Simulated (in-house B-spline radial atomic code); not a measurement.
**Ionising the krypton ion Kr¹⁵⁺ with different functionals**

Computed with a B-spline radial code for spherical atoms: scalar-relativistic (spin-free X2C) Hamiltonian, Fermi nucleus of rms radius 4.1884 fm, spin-polarised at highest spin, spherical fractional occupations for the functionals, the average over the highest-spin determinants for Hartree-Fock. The ionisation energy is the difference of two self-consistent energies, [Ar] 3d3 → [Ar] 3d2, without Breit or QED terms; ε is the level of the shell that loses the electron (its least bound occupied spin orbital). There is no spin-orbit coupling in this Hamiltonian.

Hybrids are left out here: with spherical fractional occupations of an open shell their exact exchange keeps a self-interaction that integer-occupation calculations don't have.

| method | rung | ΔSCF (eV) | -ε(3d) (eV) |
| --- | --- | --- | --- |
| Hartree-Fock | Hartree-Fock | 540.08 | 542.07 |
| OLYP | GGA | 542.68 | 518.69 |
| SCAN | meta-GGA | 541.54 | 517.90 |
| r2SCAN | meta-GGA | 541.48 | 517.83 |

(1) How do they compare with the NIST value?

Answers

(1) NIST lists 540 eV ± 3 (tabulated theory, ground level to ground level). Errors run from +0.08 to +2.68 eV; all lie within about twice that uncertainty, so the table can't rank the methods. Hartree-Fock also lacks correlation.
